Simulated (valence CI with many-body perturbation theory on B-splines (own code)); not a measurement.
## Questions on Re⁶¹⁺

Level of theory: configuration interaction combined with many-body perturbation theory (CI+MBPT): four valence electrons over a frozen Dirac-Fock core [Ne], a basis of 9 s, 9 p, 8 d, 6 f, 3 g, 1 h functions for each j, with the one-electron correlation potential Σ1, the two-electron term Σ2, the three-electron term Σ3, Breit, model QED; selected CI, second order for the rest, scaled by the run's own slope (own B-spline code, finite nucleus).

The last digits are not significant, and no measured levels were compared; by estimate large intervals hold to a few tenths of a per cent, small ones and those within an open d or f shell to about a per cent.

Levels are named by their leading jj configuration (3d3/2^4 stands for four electrons in 3d with j = 3/2), which in mixed levels can hold well under half, so a name can repeat and another be missing.

Rates and lifetimes use the calculated energies. Strong lines usually hold to 10 to 20 %, long lifetimes can be off by a factor of two.

Q: What is the ground level?

A: (3s^2 3p1/2^2) J=0, composition 69 % 3s2 3p2 3P + 31 % 3s2 3p2 1S.

Q: What is the ionisation energy?

A: 6811.6 eV; NIST lists 6810 ± 12 eV (theoretical).

Q: Name the longest-lived excited levels whose lifetime is computed, and their main decay.

A: (3s^2 3p1/2 3p3/2) J=2 at 3072.4 × 10³ cm⁻¹ lives 169 ns, mostly by E2 to (3s^2 3p1/2^2) J=0; (3s^2 3p1/2 3p3/2) J=1 at 2996.1 × 10³ cm⁻¹ lives 3.09 ns, mostly by M1 to (3s^2 3p1/2^2) J=0; (3s^2 3p3/2 3d5/2) J=4 at 8603.8 × 10³ cm⁻¹ lives 1.84 ns, mostly by E1 to (3s 3p1/2^2 3d5/2) J=3.

Q: How well does LS coupling describe the low levels?

A: Among the lowest 20 levels the leading LS term, summed over configurations, holds 58 % on average. For single configurations the figures are 55 % in LS and 94 % in jj coupling. Terms mix most in the J = 2 level at 7160.1 × 10³ cm⁻¹, where the leading one holds 28 %.

Q: What are the static dipole polarisabilities of the lowest levels?

A: (3s^2 3p1/2^2) J=0 0.00212 bohr³, of which the core gives 4.18e-05.
